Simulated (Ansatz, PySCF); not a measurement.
C3H6, SMILES C1CC1. Atoms are numbered in the order given.

```xyz
9

C      0.8643     0.0000     0.0000
C     -0.4322    -0.7485     0.0000
C     -0.4322     0.7485     0.0000
H      1.4516     0.0000     0.9097
H      1.4516     0.0000    -0.9097
H     -0.7258    -1.2571    -0.9097
H     -0.7258    -1.2571     0.9097
H     -0.7258     1.2571     0.9097
H     -0.7258     1.2571    -0.9097
```
Charge 0, spin multiplicity 1.

Geometry: PBE0-D3(BJ)/def2-TZVP.

Two levels are set side by side: PBE-D3(BJ)/def2-TZVP (Ansatz, an electronic-structure program) and PBE0-D3(BJ)/def2-TZVP (Ansatz). Each level has its own optimised geometry; the coordinates shown are those of the second. Frequencies come from the Hessian of PySCF at each geometry. Differences are taken from unrounded values.

```json
[
 {"quantity": "mean bond length (Å)", "PBE0-D3(BJ)": "1.221"},
 {"quantity": "bond C1–C2 (Å)", "PBE0-D3(BJ)": "1.497"},
 {"quantity": "bond C1–C3 (Å)", "PBE0-D3(BJ)": "1.497"},
 {"quantity": "bond C2–C3 (Å)", "PBE0-D3(BJ)": "1.497"},
 {"quantity": "bond C1–H4 (Å)", "PBE0-D3(BJ)": "1.083"},
 {"quantity": "bond C1–H5 (Å)", "PBE0-D3(BJ)": "1.083"},
 {"quantity": "bond C2–H6 (Å)", "PBE0-D3(BJ)": "1.083"},
 {"quantity": "bond C2–H7 (Å)", "PBE0-D3(BJ)": "1.083"},
 {"quantity": "bond C3–H8 (Å)", "PBE0-D3(BJ)": "1.083"},
 {"quantity": "bond C3–H9 (Å)", "PBE0-D3(BJ)": "1.083"},
 {"quantity": "highest harmonic wavenumber (cm⁻¹)", "PBE0-D3(BJ)": "3250"},
 {"quantity": "mean harmonic wavenumber (cm⁻¹)", "PBE0-D3(BJ)": "1705"},
 {"quantity": "zero-point energy (kcal/mol)", "PBE0-D3(BJ)": "51.18"}
]
```

### Question
What does PBE-D3(BJ) give, and how far is it from PBE0-D3(BJ)? (The exact figures need the calculation; the answer reports its results.)

### Answer

| quantity | PBE-D3(BJ) | PBE-D3(BJ) minus PBE0-D3(BJ) |
|---|---|---|
| mean bond length (Å) | 1.229 | 0.008 |
| bond C1–C2 (Å) | 1.508 | 0.011 |
| bond C1–C3 (Å) | 1.508 | 0.011 |
| bond C2–C3 (Å) | 1.508 | 0.011 |
| bond C1–H4 (Å) | 1.090 | 0.007 |
| bond C1–H5 (Å) | 1.090 | 0.007 |
| bond C2–H6 (Å) | 1.090 | 0.007 |
| bond C2–H7 (Å) | 1.090 | 0.007 |
| bond C3–H8 (Å) | 1.090 | 0.007 |
| bond C3–H9 (Å) | 1.090 | 0.007 |
| highest harmonic wavenumber (cm⁻¹) | 3165 | -85 |
| mean harmonic wavenumber (cm⁻¹) | 1653 | -52 |
| zero-point energy (kcal/mol) | 49.63 | -1.56 |

Exact exchange shortens and stiffens bonds; PBE has none. Differences between two approximate levels are no errors against the true value.
